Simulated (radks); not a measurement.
Results of a calculation; reference values are marked as such.
Problem. Species: Pb IV. Configuration: [Xe] 4f13.5 5d10 6s1.5 (fractional occupations, a model configuration). Code: a radial shooting solver on a logarithmic mesh with Libxc functionals. Model: Dirac Kohn-Sham, PBEsol, spin-unpolarised, spherical densities, point nucleus; open shells are shared between the two j in proportion to 2j + 1.

Spin-orbit splittings of the eigenvalues, e(l+1/2) - e(l-1/2), with zeta = 2 splitting/(2l+1) and mean radii in bohr:

shell  occ.  splitting (eV)  zeta (eV)  <r> j=l-1/2  <r> j=l+1/2
2p        6            2189       1459      0.05489      0.06381
3p        6           488.3      325.5       0.1645       0.1807
3d       10               ?          ?       0.1570       0.1619
4p        6           120.1      80.05       0.3848       0.4192
4d       10           22.46      8.986       0.4235       0.4345
4f     13.5           5.106      1.459       0.4472       0.4533
5p        6           23.00      15.33       0.9043       0.9936
5d       10           2.812      1.125        1.228        1.269

Estimate the 3d splitting.

Solution. 103.9 eV (zeta = 41.56 eV).
